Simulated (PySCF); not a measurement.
C₂H₈BNO.
Numbering: `[CH2:1]=[CH:2][B@@H-:3]([NH3+:4])[OH:5]` (hydrogens: H6, H7 on C1; H8 on C2; H9 on B3; H10, H11, H12 on N4; H13 on O5)
Bond orders are those of one Lewis drawing.

Method: PBE0-D3(BJ)/def2-SVP geometry optimisation, gas phase (PySCF); density fitting, grid level 1; the optimiser is geomeTRIC in internal coordinates, started from a GFN2-xTB structure with every atom displaced at random (about 0.01 Å).

Step 1: E = -6406.5707 eV
```
atom  x, y, z in Å  |  force x, y, z in eV/Å
C1      1.4240   -1.2466   -0.1643    0.200  -0.168  -0.075
C2      1.1460    0.0485   -0.3497   -0.076   0.039   0.040
B3     -0.2604    0.7894   -0.3049   -0.072   0.338  -0.250
N4     -1.4680   -0.2599    0.1746    0.659  -0.625  -0.072
O5     -0.3815    1.8789    0.6358    0.101  -0.148   0.008
H6      0.6583   -2.0176    0.0262    0.053   0.152   0.012
H7      2.4553   -1.6223   -0.2352   -0.158  -0.079   0.061
H8      2.0136    0.6952   -0.5581   -0.040  -0.008  -0.002
H9     -0.7087    1.1271   -1.4197    0.226  -0.054   0.173
H10    -2.1698    0.4541    0.3014   -0.719  -0.043   0.256
H11    -1.7551   -0.9736   -0.5068    0.039   0.410   0.141
H12    -1.2524   -0.7267    1.0638   -0.151   0.228  -0.131
H13     0.2959    1.8395    1.3196   -0.063  -0.041  -0.161
```

Step 2: E = -6406.6263 eV
```
atom  x, y, z in Å  |  force x, y, z in eV/Å
C1      1.3812   -1.2230   -0.1614   -0.056   0.118  -0.003
C2      1.1600    0.0830   -0.3615    0.028  -0.172   0.058
B3     -0.2511    0.8159   -0.3149   -0.135   0.294  -0.060
N4     -1.4235   -0.2877    0.1728    0.065   0.244  -0.006
O5     -0.3777    1.8890    0.6350    0.022  -0.071  -0.012
H6      0.5376   -1.8976    0.0429    0.151  -0.162   0.004
H7      2.3721   -1.6909   -0.2017   -0.055  -0.008   0.009
H8      2.0375    0.7139   -0.5705   -0.009  -0.022  -0.025
H9     -0.6855    1.1537   -1.4248    0.059  -0.058   0.065
H10    -2.2152    0.3348    0.3451   -0.064  -0.213   0.035
H11    -1.6735   -0.9888   -0.5231   -0.023   0.028  -0.063
H12    -1.1797   -0.7587    1.0459    0.001   0.021   0.025
H13     0.3151    1.8425    1.2988    0.015   0.002  -0.028
```

Step 3: E = -6406.6415 eV
```
atom  x, y, z in Å  |  force x, y, z in eV/Å
C1      1.4047   -1.2452   -0.1554   -0.101   0.162   0.045
C2      1.1230    0.0517   -0.3532    0.108  -0.122   0.005
B3     -0.2663    0.8413   -0.3164   -0.136  -0.116   0.143
N4     -1.4544   -0.2539    0.1680   -0.313   0.480   0.092
O5     -0.3557    1.9092    0.6357    0.027  -0.030  -0.038
H6      0.6459   -2.0036    0.0717   -0.173  -0.009  -0.001
H7      2.4198   -1.6483   -0.2058    0.110   0.016  -0.027
H8      1.9959    0.6833   -0.5735    0.045   0.060  -0.042
H9     -0.6713    1.1862   -1.4256   -0.018  -0.026  -0.062
H10    -2.2928    0.3040    0.3703    0.249  -0.106  -0.095
H11    -1.6931   -0.9353   -0.5448    0.016  -0.215  -0.167
H12    -1.2067   -0.7383    1.0292    0.126  -0.127   0.077
H13     0.3484    1.8350    1.2824    0.062   0.034   0.070
```

**Question.** Estimate the geometry and energy of step 4. (The exact step hangs on the optimiser's Hessian estimate; all steps are aligned on step 3, rigid shifts and turns removed.)

**Answer.** E = -6406.6525 eV, largest force 0.152 eV/Å
```
atom  x, y, z in Å  |  force x, y, z in eV/Å
C1      1.3720   -1.2322   -0.1473    0.098   0.000   0.011
C2      1.1316    0.0687   -0.3560   -0.054  -0.031  -0.007
B3     -0.2647    0.8444   -0.3127   -0.060  -0.020   0.075
N4     -1.4326   -0.2667    0.1646   -0.078   0.129   0.018
O5     -0.3574    1.9101    0.6424    0.004  -0.030  -0.004
H6      0.5837   -1.9647    0.0771   -0.053   0.039  -0.005
H7      2.3772   -1.6644   -0.1968    0.032  -0.015  -0.005
H8      2.0106    0.6918   -0.5847   -0.002  -0.026  -0.005
H9     -0.6805    1.1816   -1.4221   -0.001   0.012  -0.034
H10    -2.2724    0.2774    0.3666    0.015   0.002  -0.019
H11    -1.6558   -0.9533   -0.5552    0.043  -0.034  -0.020
H12    -1.1675   -0.7556    1.0216    0.047  -0.040  -0.005
H13     0.3531    1.8491    1.2855    0.012   0.013   0.001
```

The energy changes by -0.0110 eV. The first-order estimate −F·Δx gives -0.0199 eV and the mean of the old and new forces, exact on a quadratic surface, -0.0106 eV. The step makes an angle of 79° with the force vector and moves no atom by more than 0.073 Å.

What follows is the cost of the whole optimisation. The run took 50 s wall on one thread, Arm Neoverse V1 (aarch64), on a shared host, and the process peaked at 0.46 GiB of memory.
